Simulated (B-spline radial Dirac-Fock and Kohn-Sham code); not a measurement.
# Dipole and non-dipole photoemission parameters of Ba 3d5/2

System: the Ba atom in the configuration [Xe] 6s2; threshold 780.5 eV (tabulated edge). Model: Dirac-Hartree-Slater photoionisation with a Latter tail; cross sections with all multipoles, angular parameters from the dipole term and its interference with E2. Program: an atomic code on a B-spline grid.

For linearly polarised light dσ/dΩ = σ/(4π) [1 + β P₂(cos θ) + (δ + γ cos²θ) sin θ cos φ], with θ from the polarisation vector and φ the angle between the beam and the projection of the electron momentum on the plane normal to the polarisation.

```
hν (eV)  σ (kb)      β       γ       δ
    800    1630  0.708   0.001  -0.002
   1020     882  0.728  -0.109   0.002
   1050     825  0.777  -0.111   0.005
   1170     638  0.927  -0.098   0.016
   1280       ?      ?       ?       ?
 1486.9     345  1.123   0.004   0.035
   1610     278  1.160   0.051   0.041
   1890     177  1.206   0.162   0.052
   2000     151  1.215   0.204   0.056
   2550    73.3  1.221   0.402   0.073
 2984.4    45.1  1.203   0.539   0.086
   9130   0.983  0.836   1.485   0.271
  10500   0.584  0.781   1.589   0.310
  10900   0.507  0.766   1.616   0.322
  12000   0.352  0.729   1.682   0.352
  13300   0.237  0.689   1.749   0.388
```

Q: Give the values at 1280 eV.

A: σ = 510 kb, β = 1.019, γ = -0.069, δ = 0.024.

Values without a named source are computed, but for edge energies of neutral atoms, which are taken from tables.
